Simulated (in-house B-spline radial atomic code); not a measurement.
Inner levels of tellurium as electrons are removed. A shift is the extra binding of the orbital against the neutral atom ([Kr] 4d10 5s2 5p1/2(2) 5p3/2(2)). The density at the nucleus is averaged over the nuclear charge. Computed with a radial B-spline atomic code at the basis-set limit: Dirac-Hartree-Fock, jj configuration that fills j = l - 1/2 first, finite nuclei.

A number in brackets counts the electrons of a j subshell.

```json
{"ion": "Te44+", "configuration": "[He] 2s2 2p1/2(2) 2p3/2(2)", "shift of 1s1/2 (eV)": "3404.91", "radius of 1s1/2 (bohr)": "0.027738", "Σ<r²> (bohr²)": "0.081667", "change of density at nucleus (bohr⁻³)": "-3530.22"}
{"ion": "Te45+", "configuration": "[He] 2s2 2p1/2(2) 2p3/2(1)", "shift of 1s1/2 (eV)": "3713.02", "radius of 1s1/2 (bohr)": "0.027716", "Σ<r²> (bohr²)": "0.068063", "change of density at nucleus (bohr⁻³)": "-3039.66"}
{"ion": "Te46+", "configuration": "[He] 2s2 2p1/2(2)", "shift of 1s1/2 (eV)": "?", "radius of 1s1/2 (bohr)": "?", "Σ<r²> (bohr²)": "?", "change of density at nucleus (bohr⁻³)": "?"}
{"ion": "Te47+", "configuration": "[He] 2s2 2p1/2(1)", "shift of 1s1/2 (eV)": "4362", "radius of 1s1/2 (bohr)": "0.027668", "Σ<r²> (bohr²)": "0.043216", "change of density at nucleus (bohr⁻³)": "-2303.06"}
{"ion": "Te48+", "configuration": "[He] 2s2", "shift of 1s1/2 (eV)": "4703.57", "radius of 1s1/2 (bohr)": "0.02764", "Σ<r²> (bohr²)": "0.031937", "change of density at nucleus (bohr⁻³)": "-2070.51"}
{"ion": "Te49+", "configuration": "[He] 2s1", "shift of 1s1/2 (eV)": "?", "radius of 1s1/2 (bohr)": "?", "Σ<r²> (bohr²)": "?", "change of density at nucleus (bohr⁻³)": "?"}
{"ion": "Te50+", "configuration": "1s2", "shift of 1s1/2 (eV)": "5287.29", "radius of 1s1/2 (bohr)": "0.027623", "Σ<r²> (bohr²)": "0.0020632", "change of density at nucleus (bohr⁻³)": "-27205.2"}
{"ion": "Te51+", "configuration": "1s1", "shift of 1s1/2 (eV)": "6218.09", "radius of 1s1/2 (bohr)": "0.02741", "Σ<r²> (bohr²)": "0.0010149", "change of density at nucleus (bohr⁻³)": "-121262"}
```

Q: Fill in the row of Te46+.

A: shift of 1s1/2 (eV): 4025.47; radius of 1s1/2 (bohr): 0.027695; Σ<r²> (bohr²): 0.054928; change of density at nucleus (bohr⁻³): -2539.81.

Q: Fill in the row of Te49+.

A: shift of 1s1/2 (eV): 4993.97; radius of 1s1/2 (bohr): 0.027637; Σ<r²> (bohr²): 0.016826; change of density at nucleus (bohr⁻³): -14476.
